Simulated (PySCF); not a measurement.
Si(CCH)2(F)(Me) (C5H5FSi), SMILES C#C[Si](C#C)(F)C. Coordinates come from a PBE-D3(BJ)/def2-SVP optimisation.

Computed equilibrium geometry at PBE-D3(BJ)/def2-SVP (PySCF confirms it by a frequency run) as bond lengths and angles, and its point group:
point group Cs.
Atoms: C1 C2 Si3 C4 F5 C6 C7 H8 H9 H10 H11 H12. Bonds (Å): C1–C2 1.228, C1–H8 1.083, C2–Si3 1.834, Si3–C4 1.863, Si3–F5 1.642, Si3–C6 1.834, C4–H9 1.108, C4–H10 1.108, C4–H11 1.109, C6–C7 1.228, C7–H12 1.083. Bond angles (°): C2–C1–H8 179.7, C1–C2–Si3 178.6, C2–Si3–C4 111.7, C2–Si3–F5 107.6, C2–Si3–C6 109.1, C4–Si3–F5 109.0, C4–Si3–C6 111.7, F5–Si3–C6 107.6, Si3–C4–H9 110.4, Si3–C4–H10 110.4, Si3–C4–H11 110.2, H9–C4–H10 108.8, H9–C4–H11 108.4, H10–C4–H11 108.4, Si3–C6–C7 178.6, C6–C7–H12 179.7.
